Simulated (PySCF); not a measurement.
## Static response to an electric field

C6H5Cl.
SMILES with atom numbers: `[Cl:1][CH:2]=[C:3]1[CH:4]=[CH:5][CH:6]=[CH:7]1` (hydrogens: H8 on C2; H9 on C4; H10 on C5; H11 on C6; H12 on C7)

Cartesian coordinates in Å at the GFN2-xTB level; atoms count from 1:
```xyz
12
C6H5Cl angstrom
Cl     3.0028   -0.9311    0.8102
C      1.9583    0.2290    0.1247
C      0.6308    0.0762    0.0367
C     -0.1929   -1.0426    0.4779
C     -1.4738   -0.7556    0.1851
C     -1.5339    0.5499   -0.4543
C     -0.2895    1.0505   -0.5458
H      2.4629    1.1129   -0.2389
H      0.1960   -1.9234    0.9509
H     -2.3345   -1.3692    0.3796
H     -2.4441    1.0131   -0.7891
H      0.0190    1.9895   -0.9631
```

Level: CAM-B3LYP/def2-SVPD (PySCF), static field, nuclei fixed, core orbitals frozen in the response. The polarisability tensor in these axes (au):

```
x   129.37  -4.88  11.87
y    -4.88  72.92 -11.33
z    11.87 -11.33  57.62
```

Question: What are the eigenvalues, a third of the trace, and Δα (Δα² = ½Σ(αi − αj)² over the three pairs)?

Answer: Principal values 50.70, 77.16 and 132.04 au; mean 86.64 au = 12.84 Å³ = 14.28 × 10⁻⁴⁰ C²·m²/J; Δα = 71.86 au (83 % of the mean).

Question: What is the dipole moment, and where does it point?

Answer: (-0.28, 0.75, -0.40) D, 0.90 D in size, pointing from the negative to the positive side. Measured along this direction, the outermost atoms are H9 and Cl1 at the negative end and H12 at the positive end.

Question: Traceless (Buckingham) quadrupole moment about the centre of nuclear charge: eigenvalues?

Answer: -6.75, 0.64, 6.11 D·Å. The values depend on the origin, since the dipole doesn't vanish. The electronic extent ⟨r²⟩ about the same centre is 995 bohr², a root-mean-square distance of 2.19 Å for the 58 electrons.

Question: Molar refractivity from α?

Answer: Lorentz–Lorenz: R = (4π/3)N_A α = 2.5225 cm³/(mol·Å³) × 12.84 Å³ = 32.4 cm³/mol, in the limit of long wavelengths.

Question: What would n − 1 = 2πNα be for an ideal gas of these molecules at 273.15 K and 1 atm, electronic part alone?

Answer: N = p/kT = 2.6868 × 10¹⁹ cm⁻³, so n − 1 = 2π × N × 12.84 × 10⁻²⁴ cm³ = 2167 × 10⁻⁶ at long wavelengths, for an ideal gas.

Isolated species at its GFN2-xTB geometry, gas phase.
